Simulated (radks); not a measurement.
Problem. These are the eigenvalues of the occupied orbitals of an atom or ion with whole-number occupations (hartree). All-electron calculation, Dirac Kohn-Sham, exchange-only PBE, spin-unpolarised, spherical densities, finite nucleus; Fermi nuclear charge, rms radius of each element as measured or else 0.836 A^(1/3) + 0.57 fm. Program: a radial shooting solver on a logarithmic mesh with Libxc functionals.

1s1/2: -1839.251
2s1/2: -303.6853
2p1/2: -288.3978
2p3/2: -262.8237
3s1/2: -67.44887
3p1/2: -60.81891
3p3/2: -55.57355
3d3/2: -44.11672
3d5/2: -42.97378
4s1/2: -13.72411
4p1/2: -11.14274
4p3/2: -9.97505
4d3/2: -5.72105
4d5/2: -5.51000
5s1/2: -2.01135
5p1/2: -1.30248
5p3/2: -1.14312
4f5/2: -0.51455
4f7/2: -0.48695
6s1/2: -0.31964
5d3/2: -0.28326

Which element is it, and in what charge state? The configuration may be excited. Open shells, if any, fill j = l - 1/2 first.

Solution. Z = 64, gadolinium, charge +1: Gd+ in [Xe] 4f7 5d1 6s1. The list shows which subshells hold electrons but not how many an open one holds; the 1s level, -1839.3 hartree, gives Z - s = 60.7 by -(Z - s)^2/2, which with screening and relativity narrows Z to a few neighbours, and the depths of the outer levels then fix element, charge and occupations together.
